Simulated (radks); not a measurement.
Neutral praseodymium, configuration [Xe] 4f3 6s2. Calculated with a radial shooting solver on a logarithmic mesh with Libxc functionals: scalar-relativistic Kohn-Sham, PBE, spin-polarised, spherical densities, point nucleus; open shells are filled with parallel spins first (spin-orbit coupling, left out, can overturn this in heavy ions).

Unscreened Slater integrals over Kohn-Sham orbitals (eV). They are taken over the spin-up orbitals.

F0(4f,4f): 22.213
F2(4f,4f): 10.008
F4(4f,4f): 6.1802
F6(4f,4f): 4.4194
F0(4f,6s): 7.1011
G3(4f,6s): 0.33947
F0(4f,5p): 15.995
F2(4f,5p): 6.0504
G2(4f,5p): 3.7651
G4(4f,5p): 2.7760
F0(4f,5s): 17.881
G3(4f,5s): 4.0662
F0(6s,6s): 5.4974
F0(6s,5p): 6.8939
G1(6s,5p): 0.47431
F0(6s,5s): 6.9885
G0(6s,5s): 0.25175
F0(5p,5p): 13.938
F2(5p,5p): 7.4924
F0(5p,5s): 14.950
G1(5p,5s): 9.9661
F0(5s,5s): 16.280

Derived for the open shells (J is the average intra-shell exchange parameter used in DFT+U). 4f: F4/F2 = 0.618, F6/F2 = 0.442, J = (286 F2 + 195 F4 + 250 F6)/6435 = 0.8037 eV.
